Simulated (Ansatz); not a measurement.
Ansatz (an electronic-structure program) input:

Ansatz 0.2 input:
```yaml
crystal:
  periodic: [false, false, false]
  atoms:
    - {symbol: O, position_ang: [0.21075843, -0.45180244, -0.18429103]}
    - {symbol: Sn, position_ang: [-1.96397739, -0.75721786, 0.06013253]}
    - {symbol: H, position_ang: [-1.87147108, -2.42574436, 0.08931906]}
    - {symbol: H, position_ang: [-2.44482216, 0.00833410, -1.34385146]}
    - {symbol: H, position_ang: [-2.12307763, 0.06304706, 1.50516876]}
    - {symbol: Sn, position_ang: [1.77424123, 1.08337392, 0.08585584]}
    - {symbol: H, position_ang: [0.74885160, 2.39936831, 0.11765092]}
    - {symbol: H, position_ang: [2.58397926, 0.73650603, -1.33359564]}
    - {symbol: H, position_ang: [2.37361257, 0.50683990, 1.53525823]}
    - {symbol: H, position_ang: [0.61123634, -1.25476954, -0.52653693]}
basis:
  gaussian:
    orbitals: def2-TZVP
hamiltonian:
  xc: b3lyp
  dispersion: d3bj
total_charge: 1
relax: {f_tol: 0.002, max_steps: 150}
```

Q: What final total energy does it print?

A: -507.97002 Eh (B3LYP-D3(BJ)/def2-TZVP). The basis has 173 functions. The run takes about 7 core-minutes (a rough figure).

It need not be the lowest isomer of its formula.
